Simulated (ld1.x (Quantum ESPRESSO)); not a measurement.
# Os (Z = 76): one change to a TM potential, before and after

```json
{
 "Element": "osmium",
 "Generator": "ld1.x (Quantum ESPRESSO) 7.5",
 "Type": "norm-conserving Troullier–Martins (Kleinman–Bylander form)",
 "Functional": "BP86",
 "Relativity": "scalar-relativistic",
 "Frozen core": "[Kr] 4d10 4f14 5s2",
 "Valence charge": "14",
 "Reference configuration": "5p6 5d6 6s0 6p0 (charge +2)",
 "Partial waves": "6s (bound, empty): rc 1.75 bohr; 5p (bound): rc 1.15 bohr; 5d (bound): rc 2.00 bohr",
 "Local potential": "all-electron potential smoothed inside 0.90 bohr (lloc = -1)",
 "Core correction": "a·sin(br)/r model core inside 0.65 bohr"
}
```

Change: functional LDA (PZ).

Cutoffs: the cutoffs (Ry, on a coarse ladder) from which the occupation-weighted sum of valence levels, in a spherical-Bessel basis at the reference potential, stays within 10 and 1 mRy of its value at 400 Ry; they do not see the model core or the augmentation charge, which bear on the density cutoff. Errors are all-electron minus pseudo energies relative to the spin-unpolarised reference configuration.

Question: How do hardness, ghosts and transferability respond?

Answer: The potential gets neither clearly harder nor softer (110 Ry and 160 Ry → 110 Ry and 160 Ry); the bound ghosts move from s to p, s; the number of tests that count goes from 7 to 9; of the 7 tests that both files solve, the error grows in 3 and shrinks in 2 by more than 15 % and 0.3 meV (median size 11.1 → 11.0 meV).

```tsv
quantity	base	changed
cutoff, loose	110 Ry	110 Ry
cutoff, tight	160 Ry	160 Ry
bound ghosts	s	s, p
error for 5p6 5d6 6s2 6p0, meV [ΔE -26.85 → -27.15 eV]	-8.6	-5.4
error for 5p6 5d6 6s1 6p0, meV [ΔE -17.09 → -17.28 eV]	-0.1	+1.0
error for 5p6 5d5 6s0 6p0, meV [ΔE 28.98 → 29.16 eV]	-11	-11
error for 5p6 5d6 6s1.5 6p0, meV [ΔE -22.85 → -23.10 eV]	-3.6	-1.6
error for 5p6 5d6 6s0 6p1, meV [ΔE -10.89 → -11.04 eV]	+884	+1347
error for 5p5 5d6 6s2 6p0, meV [ΔE 30.21 → 30.01 eV]	-161	-154
error for 5p6 5d6 6s0 6p2, meV [ΔE -16.33 → -16.52 eV]	+1096	+1610
s: phases at 2.20 bohr within 0.05 rad from the reference energy up to (Ry; the scan ends near 5)	to the end of the scan	4.9
p: phases at 2.20 bohr within 0.05 rad from the reference energy up to (Ry; the scan ends near 5)	-1.8	-2.0
d: phases at 2.20 bohr within 0.05 rad from the reference energy up to (Ry; the scan ends near 5)	2.2	2.2
```

Base: The cutoffs count occupied waves only; the empty 6p level needs 180 Ry at the loose tolerance. These tests converged, but a pseudo level misses the all-electron one widely, so the file describes the atom poorly there or has found another state: 5p6 5d5 6s0 6p0: empty 6p by 4.5 eV (a node warning on the way); 5p5 5d6 6s2 6p0: empty 6p by 2.4 eV. Changed file: The cutoffs count occupied waves only; the empty 6p level needs 200 Ry at the loose tolerance. These tests converged, but a pseudo level misses the all-electron one widely, so the file describes the atom poorly there or has found another state: 5p6 5d5 6s0 6p0: empty 6p by 6.7 eV. A true bound ghost makes a file unfit for plane-wave use even where its test errors are small: the radial tests pick states by their node count and pass the ghost by.
